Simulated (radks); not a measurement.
Excited configurations of Co: one electron is placed in a higher orbital outside [Ar] 3d8. The ground configuration is [Ar] 3d7 4s2. All-electron calculation, scalar-relativistic Kohn-Sham, PBE, spin-polarised, spherical densities, point nucleus; open shells are filled with parallel spins first. Program: a radial shooting solver on a logarithmic mesh with Libxc functionals. Excitation = E - E(ground); binding = E(ion) - E, where the ion is the core of charge +1; n* = 1/sqrt(2 binding) in atomic units, and the quantum defect is n - n*.

outer orbital  excitation (eV)  binding (eV)     n*  quantum defect  eigenvalue (eV)
5f                       7.063         0.670  4.506           0.494           -0.405
6s                       6.337         1.396  3.122           2.878           -0.893
6p                       6.628         1.105  3.509           2.491           -0.703
6d                       7.022         0.712  4.372           1.628           -0.453
7s                       6.855         0.878  3.937           3.063           -0.582
7d                       7.222         0.512  5.157           1.843           -0.345

The Delta-SCF ionisation energy is 7.733 eV (NIST Atomic Spectra Database: 7.881 eV, measured). Self-interaction in the functional shifts the binding energies and quantum defects, so they are the method's values and not measured ones. Open shells are spherical and high-spin; term and fine-structure splittings are not resolved.
